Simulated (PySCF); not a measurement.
C2H2N2Si, SMILES N#C[SiH2]C#N, PBE0/def2-SVP optimised geometry.

```
7

N      1.97    -1.13     0.00
C      0.81    -1.10     0.00
Si    -1.04    -1.10     0.00
C     -1.59     0.66     0.00
N     -1.97     1.76     0.00
H     -1.53    -1.76     1.24
H     -1.53    -1.76    -1.24
```

Density from PBE0/def2-TZVP run with PySCF at that geometry.

Minimum of the electron density along straight lines between bonded atoms, close to the bond critical point (lines longer than 1.1 times the sum of covalent radii, or with two minima, are not listed):

| bond | length / Å | ρ at the minimum / e bohr⁻³ | ∇²ρ there / e bohr⁻⁵ | position (fraction from the first atom) |
|---|---|---|---|---|
| N1–C2 | 1.159 | 0.490 | -0.12 | 0.66 |
| C2–Si3 | 1.851 | 0.114 | 0.30 | 0.61 |
| Si3–C4 | 1.851 | 0.114 | 0.30 | 0.39 |
| C4–N5 | 1.159 | 0.490 | -0.12 | 0.34 |
| Si3–H6 | 1.482 | 0.126 | 0.13 | 0.49 |
| Si3–H7 | 1.482 | 0.126 | 0.13 | 0.49 |
